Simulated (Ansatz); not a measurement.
Geometry optimisation, RKS CAM-B3LYP-D4/def2-SVP in Ansatz.

The input (input.yaml):

```yaml
crystal:
  periodic: [false, false, false]
  atoms:
    - { symbol: Ga, position_ang: [0.315011, -0.162686, 0.894089] }
    - { symbol: F, position_ang: [-0.719002, -1.603339, 0.947396] }
    - { symbol: C, position_ang: [-0.172525, 0.358798, -0.89361] }
    - { symbol: H, position_ang: [-0.842243, -0.496946, -0.958358] }
    - { symbol: Cl, position_ang: [1.48418, 0.280637, 2.604442] }
    - { symbol: H, position_ang: [-0.706067, 1.313808, -0.966367] }
    - { symbol: H, position_ang: [0.640647, 0.309829, -1.627493] }
basis:
  gaussian: { orbitals: def2-SVP }
hamiltonian:
  xc: cam_b3lyp
  dispersion: d4
relax:
  f_tol: 0.03
  max_steps: 50
```

Launched with:

```bash
$ ansatz run input.yaml --threads 2 --pin off --max-ram 3072MiB --backend cpu --events-out ev --progress --plain --runs-dir out
```

**Question.** Where does it end, and by what steps?

**Answer.** The forces met the threshold. After 6 steps the energy has fallen by 0.397 eV; F2 moved furthest, 0.53 Å.

| step | energy less start (eV) | largest force component (eV/Å) | accepted |
| --- | --- | --- | --- |
| 0 | 0.0000 | 0.751 | yes |
| 1 | -0.2015 | 0.720 | yes |
| 2 | -0.3165 | 0.794 | yes |
| 3 | -0.3750 | 0.570 | yes |
| 4 | -0.2510 | 1.182 | no |
| 5 | -0.3960 | 0.096 | yes |
| 6 | -0.3968 | 0.017 | yes |

```xyz
7
Properties=species:S:1:pos:R:3
Ga 0.143 -0.381 0.865
F -0.641 -1.837 1.421
C -0.195 0.336 -0.900
H -0.932 -0.283 -1.428
Cl 1.455 0.441 2.336
H -0.571 1.365 -0.818
H 0.742 0.359 -1.476
```

Whether the end is a true minimum wasn't checked by a vibrational analysis.

Time of the run: 23 s on 2 threads of Arm Neoverse V1, with other jobs on the host, peak memory 0.24 GiB.
